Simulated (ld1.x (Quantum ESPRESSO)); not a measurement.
Values are calculated unless marked as measured or tabulated.
## Hardness and transferability of assorted potentials

Generated with ld1.x 7.5 (TM, RRKJ, ultrasoft, PAW), atompaw 4.2 or ONCVPSP 4.0.1. The cutoff is in Ry: for ld1.x and atompaw files where the sum of valence levels is converged to 10 mRy in a Bessel basis, for ONCV files where the hardest occupied wave has 1 mHa per electron of residual kinetic energy. The error is the largest all-electron minus pseudo excitation energy over each file’s own four to seven test configurations (ionisations up to +4, promotions, holes and added fractions of an electron), all of which were solved. The labels leave out finer settings (local radius, basis sizes, second energies), which also bear on the numbers. Spin-polarised tests are not counted. The rows are a selection from randomly drawn settings: files with unsolved tests, undetermined cutoffs or missed reference levels are left out.

| element | potential | cutoff (Ry) | largest error (meV) | bound ghosts |
| --- | --- | --- | --- | --- |
| O | ultrasoft, PBE, non-relativistic, rc 1.05/2.15/2.30 (spd), local smoothed, core correction no, reference 2s1.5 2p4.5 | 21 | -137 | none |
| Mg | TM, PBEsol, scalar-relativistic, rc 2.20/5.38 (sp), local p, core correction no, reference 3s1.75 3p0.25 | 6 | +55 | none |
| Mo | TM, LDA (PZ), fully relativistic, rc 2.60/3.30/2.45 (spd), local s, core correction yes, reference 4d6 5s0 5p0 | 35 | -2170 | none |
| Os | PAW, PBE, scalar-relativistic, rc 1.70/1.85/2.40 (spd), local smoothed, core correction yes, reference 5s2 5p6 5d6 6s1.5 6p0 | 35 | -106 | none |
| Au | TM, PBEsol, scalar-relativistic, rc 1.50/1.55/1.30 (spd), local d, core correction no, reference 5s2 5p6 5d10 6s0 6p0 | 80 | -1600 | none |

Q: Fill in the row for N: ultrasoft, PBE, scalar-relativistic, rc 1.25/2.50/2.20 (spd), local smoothed, core correction yes, reference 2s2 2p3.

A: cutoff 18 Ry, largest error +74 meV, bound ghosts: none.

Q: Fill in the row for S: ultrasoft, PBE, scalar-relativistic, rc 1.50/1.55/1.65 (spd), local smoothed, core correction yes, reference 3s2 3p3.5.

A: cutoff 18 Ry, largest error +20 meV, bound ghosts: none.

Q: Fill in the row for F: PAW, PBE, scalar-relativistic, rc 0.80/0.90/0.85 (spd), local smoothed, core correction yes, reference 2s1.75 2p5.25.

A: cutoff 90 Ry, largest error -13 meV, bound ghosts: none.
